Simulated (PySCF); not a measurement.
C3H7O, doublet, geometry from GFN2-xTB; PySCF with MP2/STO-3G.

Input for PySCF:
```python
from pyscf import gto, scf, mp

mol = gto.Mole()
mol.atom = '''
    C     1.26825508   -0.68696850    0.05427580
    C     0.07085415    0.06768755   -0.35576841
    C    -1.22038065   -0.70514127    0.01571359
    O     0.03577551    1.37753649    0.16253306
    H     1.92379626   -0.30713910    0.81296565
    H     1.47618939   -1.64038176   -0.38728526
    H     0.06139987    0.20309353   -1.44914062
    H    -2.08807624   -0.12715673   -0.29130831
    H    -1.26236100   -0.86377771    1.09159501
    H    -1.23494149   -1.66895370   -0.48360641
    H     0.12541777    1.33055682    1.12118969
'''
mol.basis = 'sto-3g'
mol.spin = 1
mol.verbose = 4
mol.build()

mf = scf.UHF(mol)
mf.kernel()

pt = mp.MP2(mf, frozen=4)
pt.kernel()
print('E(MP2) = %.10f' % pt.e_tot)
```

### Question
What does PySCF print? Leave out banner, timings and long lists.

### Answer

```
PySCF version 2.14.0

[INPUT] verbose = 4
[INPUT] num. atoms = 11
[INPUT] num. electrons = 33
[INPUT] charge = 0
[INPUT] spin (= nelec alpha-beta = 2S) = 1
[INPUT] symmetry False subgroup None
[INPUT] Mole.unit = angstrom
[INPUT] Symbol           X                Y                Z      unit          X                Y                Z       unit  Magmom
[INPUT]  1 C      1.268255080000  -0.686968500000   0.054275800000 AA    2.396654757288  -1.298182321203   0.102566397192 Bohr   0.0
[INPUT]  2 C      0.070854150000   0.067687550000  -0.355768410000 AA    0.133894938289   0.127910931543  -0.672304858672 Bohr   0.0
[INPUT]  3 C     -1.220380650000  -0.705141270000   0.015713590000 AA   -2.306185196219  -1.332523879428   0.029694381534 Bohr   0.0
[INPUT]  4 O      0.035775510000   1.377536490000   0.162533060000 AA    0.067605915867   2.603166692695   0.307142969588 Bohr   0.0
[INPUT]  5 H      1.923796260000  -0.307139100000   0.812965650000 AA    3.635448050863  -0.580408781145   1.536282427179 Bohr   0.0
[INPUT]  6 H      1.476189390000  -1.640381760000  -0.387285260000 AA    2.789593655089  -3.099872266132  -0.731863073481 Bohr   0.0
[INPUT]  7 H      0.061399870000   0.203093530000  -1.449140620000 AA    0.116028938384   0.383791149371  -2.738478887782 Bohr   0.0
[INPUT]  8 H     -2.088076240000  -0.127156730000  -0.291308310000 AA   -3.945892220812  -0.240291394595  -0.550492923710 Bohr   0.0
[INPUT]  9 H     -1.262361000000  -0.863777710000   1.091595010000 AA   -2.385516560332  -1.632303304404   2.062815607842 Bohr   0.0
[INPUT] 10 H     -1.234941490000  -1.668953700000  -0.483606410000 AA   -2.333701195962  -3.153865407580  -0.913883666984 Bohr   0.0
[INPUT] 11 H      0.125417770000   1.330556820000   1.121189690000 AA    0.237005236454   2.514387982972   2.118741447786 Bohr   0.0

nuclear repulsion = 127.00516131114
number of shells = 19
number of NR pGTOs = 81
number of NR cGTOs = 27
basis = sto-3g
ecp = {}

******** <class 'pyscf.scf.uhf.UHF'> ********
method = UHF
initial guess = minao
damping factor = 0
level_shift factor = 0
DIIS = <class 'pyscf.scf.diis.CDIIS'>
diis_start_cycle = 1
diis_space = 8
diis_damp = 0
SCF conv_tol = 1e-09
SCF conv_tol_grad = None
SCF max_cycles = 50
direct_scf = True
direct_scf_tol = 1e-13
number electrons alpha = 17  beta = 16
Set gradient conv threshold to 3.16228e-05
init E= -190.560718651488

cycle= 1 E= -189.978601935781  delta_E= 0.582  |g|= 0.325  |ddm|= 2.75
cycle= 2 E= -190.059591412443  delta_E= -0.081  |g|= 0.0865  |ddm|= 0.528
cycle= 3 E= -190.065252856668  delta_E= -0.00566  |g|= 0.0271  |ddm|= 0.128
cycle= 4 E= -190.066243763118  delta_E= -0.000991  |g|= 0.00971  |ddm|= 0.0604
cycle= 5 E= -190.066390864145  delta_E= -0.000147  |g|= 0.00428  |ddm|= 0.0231
cycle= 6 E= -190.066425910025  delta_E= -3.5e-05  |g|= 0.000777  |ddm|= 0.016
cycle= 7 E= -190.06642705193  delta_E= -1.14e-06  |g|= 0.000312  |ddm|= 0.00234
cycle= 8 E= -190.06642723344  delta_E= -1.82e-07  |g|= 0.000172  |ddm|= 0.000831
cycle= 9 E= -190.066427308882  delta_E= -7.54e-08  |g|= 4.73e-05  |ddm|= 0.000789
cycle= 10 E= -190.066427313531  delta_E= -4.65e-09  |g|= 1.73e-05  |ddm|= 0.000177
cycle= 11 E= -190.066427314085  delta_E= -5.54e-10  |g|= 6.13e-06  |ddm|= 5.73e-05
Extra cycle  E= -190.066427314131  delta_E= -4.58e-11  |g|= 3.73e-06  |ddm|= 1.03e-05
converged SCF energy = -190.066427314131  <S^2> = 0.76526349  2S+1 = 2.0152057

******** <class 'pyscf.mp.ump2.UMP2'> ********
nocc = (np.int64(13), np.int64(12)), nmo = (23, 23)
frozen orbitals 4
E(UMP2) = -190.235568586726  E_corr = -0.169141272595295
E(SCS-UMP2) = -190.253853973278  E_corr = -0.18742665914739
E_corr(same-spin) = -0.0179340784234194
E_corr(oppo-spin) = -0.151207194171875
E(MP2) = -190.2355685867
```
